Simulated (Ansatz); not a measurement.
`C1=Cc2cc3cc4cccc4ccc3c2=C1`. The state is a singlet with charge 0. Geometry PBE-D4/def2-SVP.

Cartesian coordinates in Å:
```
C -4.337 -1.272 -0.258
C -3.632 -2.006 0.689
C -2.273 -1.505 0.671
C -1.023 -1.655 1.244
C -0.093 -0.703 0.645
C 1.249 -0.604 1.009
C 2.234 0.270 0.505
C 3.581 0.318 0.920
C 4.260 1.329 0.179
C 3.358 1.928 -0.707
C 2.077 1.304 -0.546
C 0.930 1.640 -1.263
C -0.373 1.095 -1.184
C -0.836 0.073 -0.357
C -2.194 -0.444 -0.324
C -3.452 -0.300 -0.894
H -5.401 -1.394 -0.503
H -4.031 -2.807 1.324
H -0.730 -2.366 2.030
H 1.587 -1.300 1.797
H 4.025 -0.325 1.693
H 5.321 1.591 0.289
H 3.573 2.739 -1.415
H 1.059 2.452 -2.001
H -1.120 1.535 -1.865
H -3.758 0.406 -1.679
```

The restricted singlet is unstable towards broken spin symmetry in Hartree–Fock (as tested in another run); at HF/STO-3G, PBE-D4/def2-SVP, PBE-D4/def2-TZVP, r2SCAN-D4/def2-TZVP and others this wasn't settled.

Q: Estimate the orbital energies around the gap (eV) in Ansatz with HF/STO-3G, PBE-D4/def2-SVP, PBE-D4/def2-TZVP, r2SCAN-D4/def2-TZVP, PBE0-D4/def2-TZVP.

A: 
| orbital | HF/STO-3G | PBE-D4/def2-SVP | PBE-D4/def2-TZVP | r2SCAN-D4/def2-TZVP | PBE0-D4/def2-TZVP |
| --- | --- | --- | --- | --- | --- |
| HOMO−9 | -12.28 | -8.88 | -8.90 | -9.24 | -10.45 |
| HOMO−8 | -11.88 | -8.55 | -8.58 | -8.90 | -10.10 |
| HOMO−7 | -11.49 | -8.28 | -8.30 | -8.61 | -9.79 |
| HOMO−6 | -11.00 | -8.12 | -8.17 | -8.45 | -9.44 |
| HOMO−5 | -10.47 | -7.97 | -7.99 | -8.28 | -9.44 |
| HOMO−4 | -9.98 | -7.76 | -7.81 | -8.07 | -9.01 |
| HOMO−3 | -7.50 | -6.42 | -6.47 | -6.65 | -7.45 |
| HOMO−2 | -7.25 | -6.28 | -6.33 | -6.50 | -7.29 |
| HOMO−1 | -5.30 | -5.02 | -5.08 | -5.18 | -5.81 |
| HOMO | -4.68 | -4.79 | -4.84 | -4.93 | -5.56 |
| LUMO | 2.65 | -3.66 | -3.73 | -3.70 | -3.16 |
| LUMO+1 | 4.58 | -2.44 | -2.52 | -2.42 | -1.80 |
| LUMO+2 | 6.07 | -1.51 | -1.60 | -1.45 | -0.75 |
| LUMO+3 | 10.14 | 0.59 | 0.42 | 0.73 | 1.49 |
| LUMO+4 | 11.34 | 1.04 | 0.69 | 1.09 | 1.53 |
| LUMO+5 | 12.10 | 1.11 | 0.75 | 1.42 | 1.64 |
